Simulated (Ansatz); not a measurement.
A search over several starts for the lowest SCF solution of the cluster Pb₃ at the given spin, in a small basis.

```yaml
crystal:
  periodic: [false, false, false]
  atoms:
    - {symbol: Pb, position_ang: [0.608828, -1.770020, 0.584990]}
    - {symbol: Pb, position_ang: [0.839930, 0.546565, -1.085014]}
    - {symbol: Pb, position_ang: [-1.448758, 1.223445, 0.500014]}
basis:
  gaussian: {orbitals: def2-SVP}
magnetization: {spin_polarized: true, initial_magnetization: 0}
hamiltonian: {xc: pbe0, dispersion: d4}
output: {orbitals: {seedname: orbitals}}
```

```sh
$ ansatz run in.yaml --threads 4 --pin off --events-out ev --progress --plain --max-ram 3916MiB
```

Output, abridged:

```
Functional definition: PBE0
1041 factors; integrals over basis functions are off by at most 2.8e-4 eV
mean field evaluation 1: about -15745.3064 eV, gradient 8.8e0 eV
mean field evaluation 2: about -15742.5754 eV, gradient 1.9e1 eV
mean field evaluation 4: about -15746.0799 eV, gradient 7.2e-1 eV
mean field evaluation 8: about -15746.1049 eV, gradient 1.4e-1 eV
mean field evaluation 16: about -15746.1051 eV, gradient 3.3e-5 eV
mean field evaluation 32: about -15746.1408 eV, gradient 1.4e-1 eV
mean field evaluation 64: about -15746.1424 eV, gradient 6.0e-4 eV
mean field evaluation 96: about -15746.0022 eV, gradient 1.9e0 eV
mean field -15746.14236552 eV, -578.6600588143 hartree, gradient 1.7e-5 eV, S^2 0.520198; 10 other end points of the search recorded, 0 dependent functions left out
reference -15746.14238847 eV, -578.6600596577 hartree; 33, 33 occupied and 45, 45 virtual orbitals, 1041 factors
Total energy: -15746.26556292 eV, -578.6645862351 hartree
```

Run time 11 s (4 threads of Arm Neoverse V2 on a shared host).

Other converged states that the search met: 0.04 eV higher (⟨S²⟩ = 0.00).

In the def2 sets Pb takes a core potential; there is no spin–orbit coupling. The unrestricted singlet has broken spin symmetry (⟨S²⟩ up to 0.52). At PBE0-D4/def2-TZVP a triplet of charge 0 lies 0.25 eV below the unrestricted singlet, which stands at the restricted singlet's geometry. The structure comes from a short search, and lower isomers may exist.
